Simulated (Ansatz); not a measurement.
Start from `F[SiH]1CS1` and change one element to get `F[SiH]1CO1`.

Ansatz, PBE0-D4/def2-TZVP geometries, multiplicity 1. 

| property | `F[SiH]1CS1` |
| --- | --- |
| LUMO energy (PBE0/def2-TZVPP) / eV | -0.07 |
| HOMO energy (ωB97M-V/def2-TZVPP) / eV | -9.54 |
| HOMO energy (B3LYP/def2-TZVPP) / eV | -7.10 |
| HOMO energy (PBE/def2-TZVPP) / eV | -6.15 |
| HOMO–LUMO gap (PBE0/def2-TZVPP) / eV | 7.30 |
| size of the dipole moment (PBE/def2-TZVPP) / D | 1.55 |

(1) Give the same properties after the change, and the shifts. (Estimate.)

## Answers

(1) Ansatz gave: 
```
                                      property  `F[SiH]1CO1`  shift
            LUMO energy (PBE0/def2-TZVPP) / eV          0.03   0.10
         HOMO energy (ωB97M-V/def2-TZVPP) / eV        -10.28  -0.74
           HOMO energy (B3LYP/def2-TZVPP) / eV         -7.78  -0.68
             HOMO energy (PBE/def2-TZVPP) / eV         -6.65  -0.50
          HOMO–LUMO gap (PBE0/def2-TZVPP) / eV          8.04   0.74
size of the dipole moment (PBE/def2-TZVPP) / D          1.67   0.12
```

With PBE0 the HOMO falls by 0.64 eV and the LUMO rises by 0.10 eV, so the gap widens by about 0.74 eV. PBE moves the HOMO by -0.50 eV and ωB97M-V by -0.74 eV. Dipoles are sizes alone; their direction can turn.

B3LYP here is the variant with VWN-RPA as its local correlation; programs differ in this.
